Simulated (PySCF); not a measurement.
FGe, doublet, at a GFN2-xTB geometry; PBE0/cc-pVDZ (PySCF).

PySCF was given this input:
```python
from pyscf import gto, scf, dft, solvent

mol = gto.Mole()
mol.atom = '''
    Ge   -0.00000000   -0.00000000   -0.40135630
    F     0.00000000    0.00000000    1.42704462
'''
mol.basis = 'cc-pvdz'
mol.spin = 1
mol.verbose = 4
mol.build()

mf = dft.UKS(mol)
mf.xc = 'pbe0'
mf.kernel()
mf.analyze()
```

Problem. Predict the main parts of the log of this PySCF run.

Solution. 
```
PySCF version 2.14.0

[INPUT] verbose = 4
[INPUT] num. atoms = 2
[INPUT] num. electrons = 41
[INPUT] charge = 0
[INPUT] spin (= nelec alpha-beta = 2S) = 1
[INPUT] symmetry False subgroup None
[INPUT] Mole.unit = angstrom
[INPUT] Symbol           X                Y                Z      unit          X                Y                Z       unit  Magmom
[...]
nuclear repulsion = 83.3531831437495
number of shells = 11
number of NR pGTOs = 103
number of NR cGTOs = 41
basis = cc-pvdz
ecp = {}

******** <class 'pyscf.dft.uks.UKS'> ********
method = UKS
initial guess = minao
damping factor = 0
level_shift factor = 0
DIIS = <class 'pyscf.scf.diis.CDIIS'>
diis_start_cycle = 1
diis_space = 8
diis_damp = 0
SCF conv_tol = 1e-09
SCF conv_tol_grad = None
SCF max_cycles = 50
direct_scf = True
direct_scf_tol = 1e-13
number electrons alpha = 21  beta = 20
XC library pyscf.dft.libxc version 7.1.2
    S. Lehtola, C. Steigemann, M. J. T. Oliveira, and M. A. L. Marques,  SoftwareX 7, 1–5 (2018)
XC functionals = pbe0
    C. Adamo and V. Barone,  J. Chem. Phys. 110, 6158 (1999)
    M. Ernzerhof and G. E. Scuseria,  J. Chem. Phys. 110, 5029 (1999)
radial grids:
    Treutler-Ahlrichs [JCP 102, 346 (1995); DOI:10.1063/1.469408] (M4) radial grids

becke partition: Becke, JCP 88, 2547 (1988); DOI:10.1063/1.454033
pruning grids: <function nwchem_prune>
grids dens level: 3
symmetrized grids: False
atomic radii adjust function: <function treutler_atomic_radii_adjust>
small_rho_cutoff = 0
Set gradient conv threshold to 3.16228e-05
tot grids = 34904
init E= -2175.74703718989

cycle= 1 E= -2176.35143969982  delta_E= -0.604  |g|= 0.475  |ddm|= 0.85
cycle= 2 E= -2175.38067001299  delta_E= 0.971  |g|= 1.64  |ddm|= 1.14
cycle= 3 E= -2176.4442754109  delta_E= -1.06  |g|= 0.0321  |ddm|= 0.862
cycle= 4 E= -2176.44471326713  delta_E= -0.000438  |g|= 0.018  |ddm|= 0.0484
cycle= 5 E= -2176.4448834337  delta_E= -0.00017  |g|= 0.0025  |ddm|= 0.0141
cycle= 6 E= -2176.44488786089  delta_E= -4.43e-06  |g|= 0.000586  |ddm|= 0.00371
cycle= 7 E= -2176.44488818411  delta_E= -3.23e-07  |g|= 0.000146  |ddm|= 0.000968
cycle= 8 E= -2176.4448882059  delta_E= -2.18e-08  |g|= 3.28e-05  |ddm|= 0.000234
cycle= 9 E= -2176.44488820806  delta_E= -2.16e-09  |g|= 1.39e-05  |ddm|= 8.31e-05
cycle= 10 E= -2176.44488820823  delta_E= -1.7e-10  |g|= 2.47e-06  |ddm|= 1.99e-05
Extra cycle  E= -2176.44488820824  delta_E= -7.73e-12  |g|= 1.68e-06  |ddm|= 4.59e-06
[...]
converged SCF energy = -2176.44488820824  <S^2> = 0.75347993  2S+1 = 2.0034769
Total Energy =                       -2176.444888208241082
[...]
One-electron Energy =                -3199.462851578898608
Two-electron Energy =                  939.664780226907965
Two-electron Coulomb Energy =         1028.765375594693069
DFT Exchange-Correlation Energy =      -89.100595367785104
**** MO energy ****
                             alpha | beta                alpha | beta
[...]
To work with the spin densities directly, `use mulliken_meta_spin()` only printing them here.

 ** Mulliken spin pop alpha/beta on meta-lowdin orthogonal AOs **
 ** Mulliken Spin Density (per AO)  **
spin_pop of  0 Ge 1s       -0.00000
spin_pop of  0 Ge 2s       -0.00000
spin_pop of  0 Ge 3s        0.00000
spin_pop of  0 Ge 4s        0.00750
spin_pop of  0 Ge 5s        0.00030
spin_pop of  0 Ge 2px       0.00000
spin_pop of  0 Ge 2py       0.00000
spin_pop of  0 Ge 2pz       0.00000
spin_pop of  0 Ge 3px       0.00002
spin_pop of  0 Ge 3py       0.00000
spin_pop of  0 Ge 3pz      -0.00000
spin_pop of  0 Ge 4px       0.80023
spin_pop of  0 Ge 4py       0.15046
spin_pop of  0 Ge 4pz      -0.00470
spin_pop of  0 Ge 5px       0.00064
spin_pop of  0 Ge 5py       0.00012
spin_pop of  0 Ge 5pz       0.00011
spin_pop of  0 Ge 3dxy     -0.00007
spin_pop of  0 Ge 3dyz     -0.00002
spin_pop of  0 Ge 3dz^2    -0.00004
spin_pop of  0 Ge 3dxz     -0.00005
spin_pop of  0 Ge 3dx2-y2   -0.00007
spin_pop of  0 Ge 4dxy     -0.00029
spin_pop of  0 Ge 4dyz      0.00029
spin_pop of  0 Ge 4dz^2     0.00122
spin_pop of  0 Ge 4dxz      0.00115
spin_pop of  0 Ge 4dx2-y2   -0.00026
spin_pop of  1 F 1s       -0.00000
spin_pop of  1 F 2s        0.00112
spin_pop of  1 F 3s        0.00010
spin_pop of  1 F 2px       0.04391
spin_pop of  1 F 2py       0.00287
spin_pop of  1 F 2pz      -0.00492
spin_pop of  1 F 3px       0.00034
spin_pop of  1 F 3py       0.00004
spin_pop of  1 F 3pz       0.00002
spin_pop of  1 F 3dxy     -0.00000
spin_pop of  1 F 3dyz     -0.00000
spin_pop of  1 F 3dz^2     0.00000
spin_pop of  1 F 3dxz     -0.00001
spin_pop of  1 F 3dx2-y2   -0.00000
 ** Mulliken Spin Density (per atom)  **
spin density of  0 Ge =      0.95654
spin density of  1 F =      0.04346
 ** Mulliken pop alpha/beta on meta-lowdin orthogonal AOs **
 ** Mulliken pop       alpha | beta **
In total            21.00000 | 20.00000
 ** Mulliken atomic charges   ( Nelec_alpha | Nelec_beta ) **
charge of  0Ge =      0.43584  (    16.26035     15.30381 )
charge of  1F =     -0.43584  (     4.73965      4.69619 )
Dipole moment(X, Y, Z, Debye):  0.00000, -0.00000, -2.17371
```
